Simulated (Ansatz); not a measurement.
A nudged elastic band was laid between two geometries of CH₅NSn (8 atoms, charge 0, multiplicity 1).

Method: RKS PBE0-D4/def2-SVP in Ansatz.

```yaml
movable_images: 3
climbing_image: yes
spring: 5.0 eV/Å²
optimiser: quadratic models (default)
start_path: through a guess of the saddle point
force_threshold: 0.05 eV/Å
iteration_limit: 60
end_points: relaxed
```

Initial state:

```xyz
8
Properties=species:S:1:pos:R:3
N -1.296 0.974 -0.850
C -0.466 0.014 -0.838
Sn 0.758 -0.275 0.927
H -1.813 1.003 -1.739
H -0.337 -0.685 -1.691
H 0.358 0.922 2.076
H 2.415 -0.167 0.493
H 0.473 -1.843 1.565
```

Final state:

```xyz
8
Properties=species:S:1:pos:R:3
N -1.332 0.709 -1.333
C -0.446 -0.150 -1.049
Sn 0.686 -0.267 0.812
H -1.475 1.378 -0.568
H -0.229 -0.912 -1.823
H 0.102 1.024 1.781
H 2.364 -0.075 0.523
H 0.422 -1.765 1.600
```

Problem. Which bonds break or form, and what moves?

Solution. No bond is made or broken. The dihedral H4–N1–C2–Sn3 changes from 180 to 0° by way of a nearly straight angle H4–N1–C2 (up to 179°), not by a turn about the bond.

Problem. Give the energies along the band, and the barrier.

Solution. The run converged. The highest image is number 2 of 0 to 4, 1.13 eV above the first end and 1.15 eV above the last; the last end lies 0.02 eV below the first. Another band between the same ends (7 images) ends at a top of the same energy, where a vibrational analysis finds 1 clearly imaginary mode. So few images can step over the top or miss a turn of the path.

| image | path coordinate (Å) | energy (eV) | angle H4–N1–C2 (°) |
| --- | --- | --- | --- |
| 0 | 0.00 | 0.00 | 111 |
| 1 | 0.50 | 0.24 | 128 |
| 2 | 1.00 | 1.13 | 179 |
| 3 | 1.56 | 0.13 | 123 |
| 4 | 2.12 | -0.02 | 112 |

Problem. What is the geometry of the highest image?

Solution. 
```xyz
8
Properties=species:S:1:pos:R:3
N -1.308 0.760 -1.105
C -0.402 -0.066 -1.001
Sn 0.759 -0.320 0.884
H -2.048 1.417 -1.202
H -0.097 -0.741 -1.844
H 0.230 0.905 1.965
H 2.455 -0.156 0.629
H 0.504 -1.857 1.618
```

The band took 15 iterations and about 2.8 core-minutes.

Run time: 2.8 min on 1 thread of Intel(R) Xeon(R) Platinum 8488C (Sapphire Rapids), on a shared host, peak memory 0.17 GiB.
